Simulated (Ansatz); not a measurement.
Mulliken charges of `[AlH2][Se][SiH3]` from ωB97M-V/def2-TZVPP in Ansatz (PBE0-D4/def2-TZVP geometry).

```
atom   x (Å)   y (Å)   z (Å)  charge (e)
 Al1  -0.404   1.181  -1.445       0.351
 Se2   0.886  -0.716  -1.167      -0.238
 Si3   0.382  -0.968   1.047       0.113
  H4  -1.198   1.738  -0.194      -0.104
  H5  -0.435   1.838  -2.880      -0.097
  H6   1.114  -2.173   1.510      -0.010
  H7  -1.075  -1.168   1.241      -0.008
  H8   0.822   0.212   1.832      -0.008
```

Q: By hand: the dipole of these point charges (1 e Å = 4.8032 D).

A: Σ q r = (-0.152, 0.146, 0.149) e Å, of length 0.258 e Å = 1.24 D.

Q: How does the dipole of the full density compare? (Best estimate.)

A: Computed: (-0.103, 0.098, 0.101) e Å, 0.84 D; the point charges give 1.48 times that, at 0° from its direction.

Point charges leave out the atoms' own dipoles, such as those of lone pairs, and Mulliken's split depends on the basis, so the two needn't agree.
